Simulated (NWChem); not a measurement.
Molecule: HTeSCl; SMILES S[Te]Cl

```xyz
4

Te     0.5943     0.0153    -0.0059
Cl    -0.8561    -1.8784    -0.0085
S     -0.9501     1.8253    -0.0518
H     -1.1484     1.9330     1.2837
```
Atoms are numbered in this order, from 1.

Geometry: optimised at PBE0/def2-SVP. No frequency run checked for a minimum. def2 effective core potentials on Te; no spin-orbit coupling.

Q: List the 4 lowest vertical singlet excitations from B3LYP/def2-SVPD with def2 effective core potentials on Te, TDA (NWChem).

A: 
| state | energy (eV) | oscillator strength | leading excitation (squared amplitude) |
|---|---|---|---|
| S1 | 2.58 | 0.000 | HOMO → LUMO (0.98) |
| S2 | 3.16 | 0.001 | HOMO → LUMO+1 (0.98) |
| S3 | 4.35 | 0.028 | HOMO−1 → LUMO (0.73) |
| S4 | 4.57 | 0.010 | HOMO−1 → LUMO+1 (0.80) |
